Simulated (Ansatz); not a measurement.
PBE exchange is replaced step by step with exact exchange (0 % is PBE, 25 % PBE0; no dispersion term), basis def2-TZVP, Ansatz. System: Au₂Cl⁺ (the lowest singlet isomer of a short search). Charge 1, multiplicity 1. Geometry: PBE-D4/def2-TZVP, each spin state at its own.

Geometry of the singlet:

```csv
atom,x (Å),y (Å),z (Å)
Au1,1.018,1.148,0.282
Au2,-0.642,-1.125,0.869
Cl3,-0.376,-0.023,-1.151
```

In the def2 sets Au takes a core potential; there is no spin–orbit coupling. The structure comes from a short search, and lower isomers may exist.

```json
{"exact exchange (%)": "5", "HOMO (eV)": "-12.47", "LUMO (eV)": "-10.04", "gap (eV)": "2.43", "triplet − singlet (kJ/mol)": "159.2", "quintet − singlet (kJ/mol)": "438.3"}
{"exact exchange (%)": "10", "HOMO (eV)": "-12.70", "LUMO (eV)": "-9.82", "gap (eV)": "2.88", "triplet − singlet (kJ/mol)": "166.6", "quintet − singlet (kJ/mol)": "455.4"}
{"exact exchange (%)": "15", "HOMO (eV)": "-12.93", "LUMO (eV)": "-9.61", "gap (eV)": "3.33", "triplet − singlet (kJ/mol)": "174.3", "quintet − singlet (kJ/mol)": "472.4"}
{"exact exchange (%)": "25", "HOMO (eV)": "-13.41", "LUMO (eV)": "-9.17", "gap (eV)": "4.24", "triplet − singlet (kJ/mol)": "190.3", "quintet − singlet (kJ/mol)": "497.5"}
{"exact exchange (%)": "35", "HOMO (eV)": "-13.89", "LUMO (eV)": "-8.74", "gap (eV)": "5.15", "triplet − singlet (kJ/mol)": "206.8", "quintet − singlet (kJ/mol)": "513.5"}
{"exact exchange (%)": "50", "HOMO (eV)": "-14.62", "LUMO (eV)": "-8.10", "gap (eV)": "6.52", "triplet − singlet (kJ/mol)": "232.5", "quintet − singlet (kJ/mol)": "534.1"}
```

Problem. Fit a straight line to the column «quintet − singlet (kJ/mol)» against the share of exact exchange and predict its value at 0 %.

Solution. With x = exact exchange (%) and y = quintet − singlet (kJ/mol): mean x = 23.33, mean y = 485.2; Σ(x − x̄)(y − ȳ) = 3019, Σ(x − x̄)² = 1433; slope b = 2.107, intercept a = ȳ − b·x̄ = 436. The residuals of the fitted rows reach 8.8. At x = 0 the line gives 436 + (2.107 × 0) = 436.0; the run gave 421.4, 14.6 less than the line.
